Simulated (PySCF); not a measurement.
Ionisation energy of Os²⁺ by level of theory

Os²⁺ [Xe] 4f14 5d6 (5D) → Os³⁺ [Xe] 4f14 5d5 (6S), as a difference of total energies. All numbers are calculated (PySCF 2.14, a scalar-relativistic core potential, in aug-cc-pVDZ-PP with ECP60MDF (5s5p4d2f, 54 functions)). Correlated levels: valence: 5s2 5p6 frozen. The calculations carry no spin-orbit coupling.

```csv
method,ionisation energy (eV)
UHF,24.884
MP2 (valence),25.863
SCS-MP2 (valence),25.991
CCSD (valence),25.962
CCSD(T) (valence),26.001
```

**Question.** How much does correlation contribute at CCSD(T) (valence)?

**Answer.** 26.001 − (24.884) = 1.117 eV, measured against UHF.

The reference lies between the lowest fine-structure levels, while these numbers refer to the centres of the terms.

Errors of the correlated levels include the incompleteness of this basis and the frozen core.

For comparison: 25 ± 1.6 eV (theoretical estimate listed by NIST; NIST Atomic Spectra Database, ionization energies).
